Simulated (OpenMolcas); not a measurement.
Computed transition rates of F IV

* Program: OpenMolcas 26.06
* Method: SS-CASPT2, IPEA 0.25 Eh, imaginary shift 0.1 Eh (closed shells correlated: 1s)
* Basis: ANO-RCC-VQZP [5s4p3d2f1g]
* Scalar Hamiltonian: DKH2, point nucleus
* Active space: 4 electrons in 4 orbitals (2s 2p)
* State averaging: 2S+1 = 3 even, 3 roots; 2S+1 = 1 even, 6 roots; 2S+1 = 5 odd, 1 root; 2S+1 = 3 odd, 9 roots; 2S+1 = 1 odd, 8 roots
* Spin-orbit coupling: state interaction with AMFI integrals over the reference wave functions, term energies averaged over their components

Rates come from the transition moments of the reference wave functions (E1 and E2 in the length form). At fixed line strength A goes as λ^-3 for E1 and M1 and as λ^-5 for E2, so a rate at the computed wavelength can be rescaled to the measured one. Measured vacuum wavelengths follow from level energies in Moore, Atomic Energy Levels, vol. I, NSRDS-NBS 35 (1971 reprint of NBS Circular 467, 1949). Branching counts decays inside the model space alone, at computed energies, and the table is only a selection of the E1 lines, drawn from those between levels with measured partners whose computed energy lies within a factor of 1.5 of the measured one.

```csv
Upper,Lower,Type,λ computed (nm),λ measured (nm),A computed (s-1),A rescaled (s-1),Branching %
2s 2p³ ³D°₂,2s² 2p² ³P₂,E1,68.66,67.9,2.58e+08,2.67e+08,23.4
2s 2p³ ³D°₁,2s² 2p² ³P₂,E1,68.66,67.89,2.76e+07,2.85e+07,2.5
2s 2p³ ³D°₃,2s² 2p² ³P₂,E1,68.66,67.92,1.10e+09,1.14e+09,100.0
2s 2p³ ³D°₂,2s² 2p² ³P₁,E1,68.47,67.72,8.45e+08,8.73e+08,76.6
2s 2p³ ³D°₁,2s² 2p² ³P₁,E1,68.47,67.72,4.52e+08,4.67e+08,40.8
2s 2p³ ³D°₁,2s² 2p² ³P₀,E1,68.37,67.61,6.29e+08,6.50e+08,56.7
2s 2p³ ³P°₁,2s² 2p² ³P₂,E1,57.45,57.26,1.31e+09,1.32e+09,41.0
2s 2p³ ³P°₂,2s² 2p² ³P₂,E1,57.45,57.27,2.40e+09,2.42e+09,75.7
2s 2p³ ³P°₁,2s² 2p² ³P₁,E1,57.32,57.14,8.23e+08,8.31e+08,25.9
2s 2p³ ³P°₂,2s² 2p² ³P₁,E1,57.32,57.14,7.70e+08,7.77e+08,24.3
2s 2p³ ³P°₁,2s² 2p² ³P₀,E1,57.25,57.06,1.05e+09,1.06e+09,33.1
2s 2p³ ¹P°₁,2s² 2p² ¹S₀,E1,48.85,49.06,2.86e+09,2.82e+09,18.4
2s 2p³ ¹P°₁,2s² 2p² ¹D₂,E1,43.02,43.08,1.26e+10,1.25e+10,81.5
```

The largest correction is for 2s 2p³ ³D°₁ → 2s² 2p² ³P₂ (E1): 2.76e+07 × (68.66 / 67.89)^3 = 2.85e+07 s-1, a factor of 1.03.

The computed rate and branching of 2s 2p³ ³D°₃ → 2s² 2p² ³P₂ give the upper level a radiative lifetime of 1.000 / 1.10e+09 s-1 = 9.09e-10 s, counting decays inside the model space alone. The rescaled rate gives about 8.8e-10 s.

The computed order of these levels differs from the measured one in 2 places, and where term gaps are wrong the rates of spin-changing lines can be off by large factors.

No measured rate stands beside these. Rescaling mends the energy factor alone: line strengths can still be far off where a level mixes with configurations outside the active space, and weak or spin-changing lines hang on small mixing coefficients that depend on the term gaps too, so rescaling need not improve them.

Term energies are means over components that CASPT2 splits; among the terms shown or strongly mixed into the levels shown the widest spread is 150 cm-1 (2s 2p³ ³D°). Computed and measured levels are paired by configuration, term and J; levels that our copy of the source lacks, or whose pairing is in doubt (as where it misses far off the trend of its configuration), stay unpaired. Levels of configurations outside the active space are missing.

° marks odd parity.
